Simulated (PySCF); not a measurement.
**Sc³⁺ (scandium, charge +3) across methods**

[Ar], closed-shell 1S. All numbers are calculated (PySCF 2.14, the spin-free X2C one-electron Hamiltonian (Gaussian nucleus), in x2c-QZVPPall with one added diffuse shell each of s, p, d, f, g type (12s8p6d4f3g, 121 functions)).

```json
{"method": "LDA", "E (hartree)": "-760.554", "mean ε 2p (eV)": "-421.36", "mean ε 3s (eV)": "-86.342", "mean ε 3p (eV)": "-64.757", "Σ⟨r²⟩ (bohr²)": "12.54", "⟨S²⟩": "0.000"}
{"method": "PBE", "E (hartree)": "-762.324", "mean ε 2p (eV)": "-421.49", "mean ε 3s (eV)": "-86.569", "mean ε 3p (eV)": "-64.724", "Σ⟨r²⟩ (bohr²)": "12.52", "⟨S²⟩": "0.000"}
{"method": "PBE0", "E (hartree)": "-762.373", "mean ε 2p (eV)": "-431.47", "mean ε 3s (eV)": "-90.731", "mean ε 3p (eV)": "-67.300", "Σ⟨r²⟩ (bohr²)": "12.51", "⟨S²⟩": "0.000"}
{"method": "M06", "E (hartree)": "-762.556", "mean ε 2p (eV)": "-432.72", "mean ε 3s (eV)": "-90.724", "mean ε 3p (eV)": "-67.229", "Σ⟨r²⟩ (bohr²)": "12.47", "⟨S²⟩": "0.000"}
{"method": "UHF", "E (hartree)": "-761.77195", "mean ε 2p (eV)": "-460.20", "mean ε 3s (eV)": "-101.85", "mean ε 3p (eV)": "-73.698", "Σ⟨r²⟩ (bohr²)": "12.54", "⟨S²⟩": "0.000"}
{"method": "wB97M-V", "E (hartree)": "-762.517", "mean ε 2p (eV)": "-433.62", "mean ε 3s (eV)": "-93.301", "mean ε 3p (eV)": "-69.738", "Σ⟨r²⟩ (bohr²)": "12.54", "⟨S²⟩": "0.000"}
{"method": "BHandHLYP", "E (hartree)": "-762.572", "mean ε 2p (eV)": "-441.70", "mean ε 3s (eV)": "-94.686", "mean ε 3p (eV)": "-69.715", "Σ⟨r²⟩ (bohr²)": "12.54", "⟨S²⟩": "0.000"}
```

(1) Estimate the same row for r2SCAN.

Answers

(1) E (hartree) = -762.524; mean ε 2p (eV) = -425.93; mean ε 3s (eV) = -88.332; mean ε 3p (eV) = -65.494; Σ⟨r²⟩ (bohr²) = 12.50; ⟨S²⟩ = 0.000.
